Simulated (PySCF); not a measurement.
# Electrostatic potential from atomic charges

Species: `CC(C)(C)[SiH2]C#C[SiH3]`. Coordinates (PBE0-D3(BJ)/def2-SVP, Å) and charges (e) from the PBE0/pcSseg-1 density (PySCF):

```json
{"atom": "C1", "x": "-1.546", "y": "0.779", "z": "0.737", "Mulliken": "-0.1881", "IAO": "-0.4057", "Hirshfeld": "-0.1162", "ESP-fitted": "-0.5354"}
{"atom": "C2", "x": "-1.325", "y": "0.076", "z": "-0.604", "Mulliken": "-0.7628", "IAO": "-0.1971", "Hirshfeld": "-0.0528", "ESP-fitted": "+0.4857"}
{"atom": "C3", "x": "-1.064", "y": "-1.415", "z": "-0.381", "Mulliken": "-0.1877", "IAO": "-0.4057", "Hirshfeld": "-0.1159", "ESP-fitted": "-0.5436"}
{"atom": "C4", "x": "-2.544", "y": "0.271", "z": "-1.510", "Mulliken": "-0.1866", "IAO": "-0.4058", "Hirshfeld": "-0.1145", "ESP-fitted": "-0.5398"}
{"atom": "Si5", "x": "0.182", "y": "0.850", "z": "-1.470", "Mulliken": "+0.6805", "IAO": "+0.7476", "Hirshfeld": "+0.3453", "ESP-fitted": "+0.3411"}
{"atom": "C6", "x": "1.674", "y": "0.647", "z": "-0.410", "Mulliken": "-0.2300", "IAO": "-0.2992", "Hirshfeld": "-0.1334", "ESP-fitted": "-0.2020"}
{"atom": "C7", "x": "2.627", "y": "0.482", "z": "0.342", "Mulliken": "-0.3334", "IAO": "-0.3201", "Hirshfeld": "-0.1446", "ESP-fitted": "-0.1826"}
{"atom": "Si8", "x": "4.066", "y": "0.251", "z": "1.455", "Mulliken": "+0.5031", "IAO": "+0.6178", "Hirshfeld": "+0.3354", "ESP-fitted": "+0.4012"}
{"atom": "H9", "x": "-1.740", "y": "1.856", "z": "0.609", "Mulliken": "+0.1195", "IAO": "+0.1332", "Hirshfeld": "+0.0387", "ESP-fitted": "+0.1265"}
{"atom": "H10", "x": "-0.675", "y": "0.670", "z": "1.403", "Mulliken": "+0.1307", "IAO": "+0.1397", "Hirshfeld": "+0.0364", "ESP-fitted": "+0.1324"}
{"atom": "H11", "x": "-2.420", "y": "0.344", "z": "1.255", "Mulliken": "+0.1127", "IAO": "+0.1312", "Hirshfeld": "+0.0376", "ESP-fitted": "+0.1317"}
{"atom": "H12", "x": "-0.910", "y": "-1.951", "z": "-1.331", "Mulliken": "+0.1194", "IAO": "+0.1333", "Hirshfeld": "+0.0388", "ESP-fitted": "+0.1273"}
{"atom": "H13", "x": "-1.928", "y": "-1.881", "z": "0.126", "Mulliken": "+0.1127", "IAO": "+0.1312", "Hirshfeld": "+0.0377", "ESP-fitted": "+0.1346"}
{"atom": "H14", "x": "-0.177", "y": "-1.584", "z": "0.249", "Mulliken": "+0.1303", "IAO": "+0.1395", "Hirshfeld": "+0.0364", "ESP-fitted": "+0.1350"}
{"atom": "H15", "x": "-2.756", "y": "1.337", "z": "-1.693", "Mulliken": "+0.1203", "IAO": "+0.1338", "Hirshfeld": "+0.0392", "ESP-fitted": "+0.1238"}
{"atom": "H16", "x": "-3.442", "y": "-0.167", "z": "-1.040", "Mulliken": "+0.1163", "IAO": "+0.1336", "Hirshfeld": "+0.0392", "ESP-fitted": "+0.1384"}
{"atom": "H17", "x": "-2.413", "y": "-0.221", "z": "-2.488", "Mulliken": "+0.1203", "IAO": "+0.1337", "Hirshfeld": "+0.0391", "ESP-fitted": "+0.1241"}
{"atom": "H18", "x": "-0.037", "y": "2.311", "z": "-1.702", "Mulliken": "-0.0681", "IAO": "-0.1124", "Hirshfeld": "-0.0730", "ESP-fitted": "-0.0870"}
{"atom": "H19", "x": "0.438", "y": "0.181", "z": "-2.782", "Mulliken": "-0.0682", "IAO": "-0.1124", "Hirshfeld": "-0.0730", "ESP-fitted": "-0.0863"}
{"atom": "H20", "x": "4.991", "y": "-0.765", "z": "0.872", "Mulliken": "-0.0796", "IAO": "-0.1050", "Hirshfeld": "-0.0666", "ESP-fitted": "-0.0747"}
{"atom": "H21", "x": "4.787", "y": "1.547", "z": "1.612", "Mulliken": "-0.0792", "IAO": "-0.1046", "Hirshfeld": "-0.0664", "ESP-fitted": "-0.0739"}
{"atom": "H22", "x": "3.594", "y": "-0.218", "z": "2.790", "Mulliken": "-0.0822", "IAO": "-0.1064", "Hirshfeld": "-0.0676", "ESP-fitted": "-0.0767"}
```

Points outside the species (Å): A (5.7, -0.2, 6.3); B (3.1, -5.5, -1.2); C (-5.1, 2.5, -1.1); D (1.0, -4.3, 1.3); E (-2.2, -4.3, -2.8).

Task: Find the potential V = 14.3996 V·Å × Σ q/r of each set of charges at these points.

Result: In volts:

| point | nearest atom | distance (Å) | Mulliken | IAO | Hirshfeld | ESP-fitted |
| --- | --- | --- | --- | --- | --- | --- |
| A | H22 | 4.09 | +0.028 | +0.066 | +0.018 | +0.028 |
| B | H14 | 5.31 | -0.057 | -0.048 | -0.021 | -0.032 |
| C | H15 | 2.68 | +0.095 | +0.036 | +0.048 | +0.073 |
| D | H14 | 3.14 | -0.054 | -0.074 | -0.022 | -0.016 |
| E | H12 | 3.06 | +0.042 | +0.005 | +0.023 | +0.050 |

Task: How far are the other sets from the ESP-fitted one at these points?

Result: Root-mean-square difference: Hirshfeld 0.018 V, Mulliken 0.023 V, IAO 0.041 V. The ESP scheme fits charges at the nuclei, held to the total charge, to the electrostatic potential on points at 1.4 to 2.0 times the van der Waals radii.

Task: What energy would a point charge of +2 e have at C in the field of the ESP charges, leaving out polarisation?

Result: +0.145 eV = +14.0 kJ/mol, a repulsion.

Isolated species at its PBE0-D3(BJ)/def2-SVP geometry, gas phase.

The values belong to the conformer `[CH3:1][C:2]([CH3:3])([CH3:4])[SiH2:5][C:6]#[C:7][SiH3:8]`: C1–C2–Si5–C6 60°.
